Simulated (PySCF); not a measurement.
**Computed properties of C₆H₅Cl, SMILES Clc1ccccc1**

C₆H₅Cl, SMILES Clc1ccccc1. Geometry optimised at PBE0-D3(BJ)/def2-SVP. The values are those of a single conformer. All values are computed for the isolated molecule unless a solvent is named; none is compared with measurement here.

**Structure.** The optimised structure has C2v symmetry. All 30 harmonic modes at PBE0-D3(BJ)/def2-SVP (PySCF) are real, so it is a minimum. With heavy atoms numbered as in [Cl:1][c:2]1[cH:3][cH:4][cH:5][cH:6][cH:7]1, the shortest bond between them is C3–C4 at 1.393 Å and the longest Cl1–C2 at 1.733 Å.

**Vibrations.** The strongest infrared lines (harmonic, unscaled, degenerate partners summed) lie at 1516 cm⁻¹ (50 km/mol, C 64 %, H 36 %), 764 cm⁻¹ (44 km/mol, H 59 %, C 41 %), 1128 cm⁻¹ (38 km/mol, C 70 %, H 27 %). The softest mode is at 191 cm⁻¹ and the zero-point energy is 57.6 kcal/mol.

**Electronic structure.** CAM-B3LYP/def2-TZVP (PySCF) places the frontier levels at -8.33 and 0.50 eV, a gap of 8.83 eV, and gives a dipole moment of 1.70 D and a mean polarisability of 77.9 bohr³. PBE/def2-TZVP (PySCF) at the same geometry gives -6.10 and -1.49 eV, so its gap is 4.22 eV narrower. An orbital gap is neither the optical nor the fundamental gap.

**Excitations.** TDA-CAM-B3LYP/def2-SVPD (PySCF) has S1 at 5.38 eV (230 nm, f = 0.002, dark); the most intense of the 10 singlets computed lies at 7.38 eV (f = 0.95). T1 (TDA) is at 3.99 eV, 1.39 eV under S1. TDA-PBE/def2-SVPD (PySCF) puts S1 at 4.95 eV. No vertical singlet excitation falls in the visible range (under 3.1 eV).

**NMR.** GIAO shifts at B3LYP/pcSseg-1 (PySCF) (non-relativistic, atoms alike by connectivity averaged): ¹³C from 133.8 to 150.2 ppm against TMS; ¹H from 7.4 to 7.6 ppm against TMS. Without spin–orbit terms, shifts of atoms bonded to Cl or Br come out too high.
